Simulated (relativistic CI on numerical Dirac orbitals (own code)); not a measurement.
## Line list: Forbidden lines, Tm XX

Computed by Dirac-Coulomb-Breit CI, separate exchange-only KLI orbitals for each configuration, model QED, unscaled Slater integrals (own radial code, finite nucleus).

Configurations in the expansion (outside the closed core [Ar] 3d10 4p6 4d10): 4s²4f⁴, 4s²4f³5s, 4s²4f²5s², 4s²4f³5p, 4s²4f²5s5p, 4s²4f²5p², 4s²4f²5s5d, 4s²4f³5d, 4s²4f²5p5d, 4s²4f³5f, 4s²4f³6s, 4s²4f³6p, 4s4f³5s². Levels of other configurations are missing.

```
λ vac (nm)            Lower            Upper  Type   A (s⁻¹)  log gf
    180.30   4s²4f⁴ ⁵I4 [1]  4s²4f⁴ ⁵G4 [19]    M1  2.93e+01   -6.89
    205.50   4s²4f⁴ ⁵I5 [2]  4s²4f⁴ ⁵G4 [19]    M1  4.37e+01   -6.60
    210.58   4s²4f⁴ ⁵I5 [2]  4s²4f⁴ ³H5 [18]    M1  3.47e+01   -6.60
    211.03   4s²4f⁴ ⁵I6 [3]  4s²4f⁴ ³L7 [22]    M1  2.74e+01   -6.56
    218.20   4s²4f⁴ ⁵I4 [1]  4s²4f⁴ ⁵F4 [14]    M1  5.46e+01   -6.45
    243.84   4s²4f⁴ ⁵I7 [4]  4s²4f⁴ ³L7 [22]    M1  1.40e+01   -6.73
    245.22   4s²4f⁴ ⁵I6 [3]  4s²4f⁴ ³H5 [18]    M1  5.65e+01   -6.25
    256.09   4s²4f⁴ ⁵I5 [2]  4s²4f⁴ ⁵F5 [15]    M1  1.15e+01   -6.90
    256.22   4s²4f⁴ ⁵I5 [2]  4s²4f⁴ ⁵F4 [14]    M1  3.46e+01   -6.51
    263.28   4s²4f⁴ ⁵I4 [1]   4s²4f⁴ ⁵F4 [9]    M1  6.37e+01   -6.22
    287.37   4s²4f⁴ ⁵I5 [2]  4s²4f⁴ ³K6 [11]    M1  7.88e+01   -5.90
    309.20   4s²4f⁴ ⁵I6 [3]  4s²4f⁴ ⁵F5 [15]    M1  1.19e+01   -6.73
    317.54   4s²4f⁴ ⁵I6 [3]  4s²4f⁴ ³K7 [13]    M1  6.59e+01   -5.83
    320.70   4s²4f⁴ ⁵I5 [2]   4s²4f⁴ ⁵F4 [9]    M1  2.33e+01   -6.49
    341.01   4s²4f⁴ ⁵I7 [4]  4s²4f⁴ ³K8 [17]    M1  3.09e+01   -6.04
    355.99   4s²4f⁴ ⁵I6 [3]  4s²4f⁴ ³K6 [11]    M1  2.60e+01   -6.19
    398.17   4s²4f⁴ ⁵I7 [4]  4s²4f⁴ ³K7 [13]    M1  4.57e+01   -5.79
    409.64   4s²4f⁴ ⁵F1 [6]  4s²4f⁴ ³D2 [21]    M1  3.80e+01   -6.32
    428.87   4s²4f⁴ ⁵I8 [5]  4s²4f⁴ ³K8 [17]    M1  6.16e+01   -5.54
    508.11   4s²4f⁴ ⁵F3 [8]  4s²4f⁴ ³D2 [21]    M1  4.98e+01   -6.02
    516.85   4s²4f⁴ ⁵F3 [8]  4s²4f⁴ ³G3 [20]    M1  2.12e+01   -6.23
    518.21  4s²4f⁴ ³K6 [11]  4s²4f⁴ ³L7 [22]    M1  7.56e+01   -5.34
    572.05   4s²4f⁴ ⁵F4 [9]  4s²4f⁴ ⁵G4 [19]    M1  1.84e+01   -6.09
    629.09  4s²4f⁴ ³K7 [13]  4s²4f⁴ ³L7 [22]    M1  3.29e+01   -5.53
    806.02  4s²4f⁴ ⁵G2 [12]  4s²4f⁴ ³G3 [20]    M1  4.47e+01   -5.52
    1047.8  4s²4f⁴ ⁵G3 [16]  4s²4f⁴ ⁵G4 [19]    M1  3.22e+01   -5.32
    1470.4   4s²4f⁴ ⁵I4 [1]   4s²4f⁴ ⁵I5 [2]    M1  1.84e+01   -5.18
    1490.9   4s²4f⁴ ⁵I5 [2]   4s²4f⁴ ⁵I6 [3]    M1  2.22e+01   -5.02
    1568.2   4s²4f⁴ ⁵I6 [3]   4s²4f⁴ ⁵I7 [4]    M1  1.64e+01   -5.04
    1664.6   4s²4f⁴ ⁵I7 [4]   4s²4f⁴ ⁵I8 [5]    M1  8.07e+00   -5.24
```

Terms are leading LS components. Brackets give the number of a level in order of energy, since labels repeat. The list gives strong lines, with weight on those to low levels, among the lowest 200 of 2889 levels, so that lines to higher ones, which can be the strongest, are missing. Levels whose partners in the same complex of configurations lie outside the list can be far off, and so can their lines. Rates are taken at the computed energies, electric ones in the length gauge.

At this charge energies of transitions that change n are usually good to better than 1 %, and those within a shell (Δn = 0) to a few per cent. Terms inside the open d or f shell come out 10 to 20 % too wide with unscaled integrals.

LS names give the leading component of a level, which can be under half, so a name can repeat, a term be missing and a line seem to break the LS rules.
